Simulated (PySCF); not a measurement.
## ²⁹Si chemical shifts

Theoretical values (PySCF 2.14): σ from GIAO-PBE0/pcSseg-1, geometry: GFN2-xTB. Averaged over atoms made equivalent by symmetry, fast rotation or ring inversion, one computed conformer, no solvent, relativity neglected.

Shieldings were converted by a linear fit to measured shifts: ²⁹Si: δ = 279.94 − 0.822σ (rms 8.9 ppm, 72 shifts, 25.8 ppm with the 6 outliers that the fit left out vs TMS, solution or neat liquid). A few per cent of atoms miss by over 2 rms, more outside the fitted compound classes.

**Question.** Give the ²⁹Si shifts of `N[SiH2][SiH2][SiH3]`, `N[SiH2][SiH2][SiH3]`, `CCC[SiH](N)N`, `C=C(C)[Si@H](Cl)C[SiH3]`, `C=C(C)[Si@H](Cl)C[SiH3]`, `[SiH3]c1cscp1`, `C=CC[SiH2][SiH2]CCl`, `C=CC[SiH2][SiH2]CCl`, `C=CC[SiH2][SiH2]CCl`.

**Answer.** 
```
                                             compound                        environment  δ (ppm)
                      [NH2:1][SiH2:2][SiH2:3][SiH3:4]  Si2: silicon bonded to N, Si, 2 H    -47.2
                      [NH2:1][SiH2:2][SiH2:3][SiH3:4]     Si4: silicon bonded to Si, 3 H   -103.3
                      [NH2:1][SiH2:2][SiH2:3][SiH3:4]   Si3: silicon bonded to 2 Si, 2 H   -115.7
                      [NH2:1][SiH2:2][SiH2:3][SiH3:4]  Si2: silicon bonded to N, Si, 2 H    -47.2
                      [NH2:1][SiH2:2][SiH2:3][SiH3:4]     Si4: silicon bonded to Si, 3 H   -103.3
                      [NH2:1][SiH2:2][SiH2:3][SiH3:4]   Si3: silicon bonded to 2 Si, 2 H   -115.7
                                         CCC[SiH](N)N        silicon bonded to C, 2 N, H    -20.8
[CH2:1]=[C:2]([CH3:3])[Si@H:4]([Cl:5])[CH2:6][SiH3:7]  Si4: silicon bonded to 2 C, Cl, H     -7.9
[CH2:1]=[C:2]([CH3:3])[Si@H:4]([Cl:5])[CH2:6][SiH3:7]      Si7: silicon bonded to C, 3 H    -71.5
[CH2:1]=[C:2]([CH3:3])[Si@H:4]([Cl:5])[CH2:6][SiH3:7]  Si4: silicon bonded to 2 C, Cl, H     -7.9
[CH2:1]=[C:2]([CH3:3])[Si@H:4]([Cl:5])[CH2:6][SiH3:7]      Si7: silicon bonded to C, 3 H    -71.5
                                        [SiH3]c1cscp1           silicon bonded to C, 3 H    -67.1
   [CH2:1]=[CH:2][CH2:3][SiH2:4][SiH2:5][CH2:6][Cl:7]  Si5: silicon bonded to C, Si, 2 H    -61.9
   [CH2:1]=[CH:2][CH2:3][SiH2:4][SiH2:5][CH2:6][Cl:7]  Si4: silicon bonded to C, Si, 2 H    -74.2
   [CH2:1]=[CH:2][CH2:3][SiH2:4][SiH2:5][CH2:6][Cl:7]  Si5: silicon bonded to C, Si, 2 H    -61.9
   [CH2:1]=[CH:2][CH2:3][SiH2:4][SiH2:5][CH2:6][Cl:7]  Si4: silicon bonded to C, Si, 2 H    -74.2
   [CH2:1]=[CH:2][CH2:3][SiH2:4][SiH2:5][CH2:6][Cl:7]  Si5: silicon bonded to C, Si, 2 H    -61.9
   [CH2:1]=[CH:2][CH2:3][SiH2:4][SiH2:5][CH2:6][Cl:7]  Si4: silicon bonded to C, Si, 2 H    -74.2
```

**Question.** Order these by ²⁹Si shift, lowest first.
A. [SiH3]c1cscp1
B. CC(=O)O[SiH2]OC(C)=O
C. [SiH3]N([SiH3])[SiH3]

**Answer.** A (-67.1 ppm, silicon bonded to C, 3 H), C (-42.3 ppm, silicon bonded to N, 3 H), B (-28.0 ppm, silicon bonded to 2 O, 2 H).
